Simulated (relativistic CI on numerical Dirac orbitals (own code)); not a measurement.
Electric-dipole transitions in Re52+

Calculated at this level of theory: Dirac-Coulomb-Breit CI, separate exchange-only KLI orbitals for each configuration, QED by a radiative potential, unscaled Slater integrals (own radial code, finite nucleus).

Configuration list (outside the closed core [Ne]): 3s2.3p6.3d5, 3s2.3p5.3d6, 3s2.3p4.3d7, 3s.3p6.3d6, 3p6.3d7, 3s.3p5.3d7, 3s2.3p6.3d4.4s, 3s2.3p6.3d4.4p, 3s2.3p4.3d6.4s, 3s2.3p5.3d5.4s, 3s2.3p6.3d4.4f, 3p6.3d6.4s, 3s2.3p6.3d3.4s2, 3s2.3p6.3d4.5s, 3p6.3d5.4s2. Levels of other configurations are missing.

| λ vac (nm) | Lower | Upper | A (s⁻¹) | E lower (eV) | E upper (eV) |
| --- | --- | --- | --- | --- | --- |
| 1.7203 | 3s2.3p6.3d5 4G_11/2 [13] | 3s2.3p5.3d6 2G°_9/2 [191] | 2.86e+12 | 146.347 | 867.069 |
| 1.7368 | 3s2.3p6.3d5 2I_13/2 [15] | 3s2.3p5.3d6 2H°_11/2 [190] | 6.16e+12 | 151.674 | 865.519 |
| 1.7478 | 3s2.3p6.3d5 6S_5/2 [2] | 3s2.3p5.3d6 4D°_7/2 [155] | 1.54e+12 | 62.840 | 772.226 |
| 1.7546 | 3s2.3p6.3d5 2H_11/2 [4] | 3s2.3p5.3d6 4F°_9/2 [158] | 5.20e+12 | 76.507 | 783.136 |
| 1.7691 | 3s2.3p6.3d5 2G_9/2 [6] | 3s2.3p5.3d6 4F°_9/2 [158] | 2.03e+12 | 82.294 | 783.136 |
| 1.7750 | 3s2.3p6.3d5 2F_7/2 [9] | 3s2.3p5.3d6 2D°_5/2 [159] | 4.55e+12 | 90.793 | 789.311 |
| 1.7783 | 3s2.3p6.3d5 4G_7/2 [3] | 3s2.3p5.3d6 4D°_7/2 [155] | 2.03e+12 | 75.015 | 772.226 |
| 1.7970 | 3s2.3p6.3d5 2G_9/2 [6] | 3s2.3p5.3d6 4D°_7/2 [155] | 2.18e+12 | 82.294 | 772.226 |
| 1.8140 | 3s2.3p6.3d5 2I_13/2 [15] | 3s2.3p5.3d6 2I°_13/2 [175] | 2.53e+12 | 151.674 | 835.145 |
| 2.7493 | 3s2.3p6.3d5 4G_7/2 [3] | 3s2.3p5.3d6 2D°_5/2 [83] | 1.63e+12 | 75.015 | 525.988 |
| 2.7693 | 3s2.3p6.3d5 2H_11/2 [4] | 3s2.3p5.3d6 2G°_9/2 [82] | 1.19e+12 | 76.507 | 524.214 |
| 2.7701 | 3s2.3p6.3d5 6S_5/2 [2] | 3s2.3p5.3d6 6P°_3/2 [76] | 1.12e+12 | 62.840 | 510.419 |
| 2.7760 | 3s2.3p6.3d5 2G_9/2 [6] | 3s2.3p5.3d6 2F°_7/2 [84] | 1.84e+12 | 82.294 | 528.916 |
| 2.7765 | 3s2.3p6.3d5 4G_11/2 [13] | 3s2.3p5.3d6 2H°_9/2 [123] | 1.12e+12 | 146.347 | 592.900 |
| 2.7943 | 3s2.3p6.3d5 2I_13/2 [15] | 3s2.3p5.3d6 2H°_11/2 [126] | 1.69e+12 | 151.674 | 595.372 |
| 2.7975 | 3s2.3p6.3d5 4G_9/2 [14] | 3s2.3p5.3d6 2F°_7/2 [120] | 1.33e+12 | 148.348 | 591.543 |
| 2.8004 | 3s2.3p6.3d5 2D_5/2 [1] | 3s2.3p5.3d6 2P°_3/2 [46] | 1.75e+12 | 0.000 | 442.735 |
| 2.8056 | 3s2.3p6.3d5 2G_9/2 [6] | 3s2.3p5.3d6 2G°_9/2 [82] | 6.70e+11 | 82.294 | 524.214 |
| 2.8084 | 3s2.3p6.3d5 2D_5/2 [1] | 3s2.3p5.3d6 2D°_5/2 [45] | 1.90e+12 | 0.000 | 441.478 |
| 2.8364 | 3s2.3p6.3d5 2H_11/2 [30] | 3s2.3p5.3d6 2G°_9/2 [148] | 1.54e+12 | 231.333 | 668.443 |
| 2.8445 | 3s2.3p6.3d5 6S_5/2 [2] | 3s2.3p5.3d6 2F°_5/2 [68] | 6.63e+11 | 62.840 | 498.708 |
| 2.8463 | 3s2.3p6.3d5 2H_11/2 [4] | 3s2.3p5.3d6 2H°_11/2 [77] | 1.58e+12 | 76.507 | 512.105 |
| 2.8507 | 3s2.3p6.3d5 4G_7/2 [3] | 3s2.3p5.3d6 2F°_7/2 [75] | 7.12e+11 | 75.015 | 509.941 |
| 2.8724 | 3s2.3p6.3d5 2H_11/2 [4] | 3s2.3p5.3d6 2G°_9/2 [74] | 4.15e+11 | 76.507 | 508.152 |
| 2.9114 | 3s2.3p6.3d5 2G_9/2 [6] | 3s2.3p5.3d6 2G°_9/2 [74] | 6.28e+11 | 82.294 | 508.152 |
| 2.9135 | 3s2.3p6.3d5 2F_7/2 [9] | 3s2.3p5.3d6 2F°_7/2 [79] | 9.13e+11 | 90.793 | 516.347 |
| 2.9175 | 3s2.3p6.3d5 4G_7/2 [3] | 3s2.3p5.3d6 2G°_7/2 [69] | 4.96e+11 | 75.015 | 499.987 |
| 2.9381 | 3s2.3p6.3d5 2D_5/2 [1] | 3s2.3p5.3d6 4D°_7/2 [43] | 6.35e+11 | 0.000 | 421.981 |
| 2.9495 | 3s2.3p6.3d5 4G_11/2 [13] | 3s2.3p5.3d6 4G°_11/2 [107] | 7.92e+11 | 146.347 | 566.697 |
| 2.9669 | 3s2.3p6.3d5 2I_13/2 [15] | 3s2.3p5.3d6 2I°_13/2 [109] | 8.23e+11 | 151.674 | 569.565 |

Terms are leading LS components. Brackets give the number of a level in order of energy, since labels repeat. The list gives strong lines, with weight on those to low levels, without lines whose two gauges differ by over a factor of 2.5, among the lowest 200 of 2819 levels, so that lines to higher ones, which can be the strongest, are missing. Levels whose partners in the same complex of configurations lie outside the list can be far off, and so can their lines. Rates are taken at the computed energies, electric ones in the length gauge.

At this charge energies of transitions that change n are usually good to better than 1 %, and those within a shell (Δn = 0) to a few per cent.

LS names give the leading component of a level, which can be under half, so a name can repeat, a term be missing and a line seem to break the LS rules.
